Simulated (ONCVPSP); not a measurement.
**nickel (Ni), ONCV: configuration errors across variants**

```
Element                 : nickel (Ni)
Generator               : ONCVPSP 4.0.1
Type                    : optimised norm-conserving Vanderbilt (ONCV)
Functional              : PBE
Relativity              : scalar-relativistic
Frozen core             : [Ne] 3s2
Valence charge          : 16
Reference configuration : 3p6 3d8 4s2
Partial waves           : 4s: rc 1.80 bohr, ncon 4, nbas 9, qcut 2.9 1/bohr, 2 projectors, debl 0.3 Ha; 3p: rc 0.70 bohr, ncon 5, nbas 8, qcut 12.1 1/bohr, 3 projectors, debl 0.5 Ha; 3d: rc 1.55 bohr, ncon 3, nbas 7, qcut 11.1 1/bohr, 2 projectors, debl 1.5 Ha; f scattering state at 0.12 Ha: rc 1.65 bohr, ncon 5, nbas 9, qcut 5.9 1/bohr, 2 projectors, debl 2.2 Ha
Local potential         : polynomial inside 0.65 bohr (lpopt 5, dvloc0 2 Ha)
Core correction         : none
```

In the p channel the program set the typed energies aside and used -2.623, 0.250, 0.750 Ha.

All-electron excitation energies from the reference (eV): (1) 3p6 3d8 4s1 9.323; (2) 3p6 3d8 4s0 26.674; (3) 3p6 3d7 4s0 64.140; (4) 3p6 3d6 4s0 121.696.

2 further variants failed, have other tests or too few solved ones, and are left out.

A true bound ghost makes a file unfit for plane-wave use even where its test errors are small: the radial tests pick states by their node count and pass the ghost by.

Errors AE − PS in meV (a dash: test not solved or not reliable):

```json
{"change": "base", "(1)": "-3.3", "(2)": "-13", "(3)": "+110", "(4)": "+563", "bound ghosts": "s, p", "GHOST(+) flags above zero": "f"}
{"change": "s: rc 2.3", "(1)": "-3.0", "(2)": "-18", "(3)": "+19", "(4)": "+362", "bound ghosts": "s, p", "GHOST(+) flags above zero": "f"}
{"change": "s: rc 2.62", "(1)": "-5.7", "(2)": "-43", "(3)": "-112", "(4)": "+101", "bound ghosts": "s, p", "GHOST(+) flags above zero": "f"}
```

Question: Give the same row for: s: rc 2.08.

Answer: -2.7, -12, +77, +487; bound ghosts: s, p; GHOST(+) flags above zero: f.
